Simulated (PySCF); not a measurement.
C6H8SSi, SMILES c1cc(/C=C\[SiH3])sc1 at its GFN2-xTB optimised geometry (Å):

```
16

Si    -2.5591    -0.4056    -0.0223
C     -1.2863    -1.7889    -0.0076
C      0.0499    -1.7070    -0.0002
C      0.8763    -0.5353     0.0000
C      2.2506    -0.5353     0.0000
C      2.8139     0.7524     0.0000
C      1.8690     1.7300     0.0006
S      0.2724     1.0941     0.0007
H     -2.4200     0.4205    -1.2243
H     -2.4456     0.4221     1.1811
H     -3.8721    -1.0578    -0.0360
H     -1.6946    -2.7926    -0.0060
H      0.6360    -2.6225     0.0062
H      2.8338    -1.4395    -0.0004
H      3.8721     0.9441    -0.0004
H      2.0102     2.7926     0.0009
```

Level of theory: CAM-B3LYP/def2-TZVP (PySCF 2.14.0).

Map of the LUMO amplitude (bohr^(-3/2)) on the plane z = 0.8 Å; orbital energy -0.42 eV, overall sign arbitrary:

```
|4444444444444444444444444|
|4444444444444444444444444|
|4444444444444444444444444|
|4444444444444444444444444|
|4444444444444444444444444|
|4444444444444444444444444|
|4444444444454443334444444|
|4444444444555432223444444|
|4444444445566531013444444|
|4444444445578741024444444|
|4444443344579853345555444|
|4444443234567654567655444|
|4444443345554334787655444|
|4444445566542114897655444|
|4444556777641014677655444|
|4444556789840013566554444|
|4444555689841123455554444|
|4444555677643234445444444|
|4444455566544344444444444|
|4444445555544444444444444|
|4444444455444444444444444|
|4444444444444444444444444|
|4444444444444444444444444|
|4444444444444444444444444|
|4444444444444444444444444|
```
Scale: ten equal steps from -0.087 (start of '0') to 0.094 (end of '9'), in the order '0123456789'; x runs from -6.00 to 6.00, y from -6.00 (bottom) to 6.00 (top).
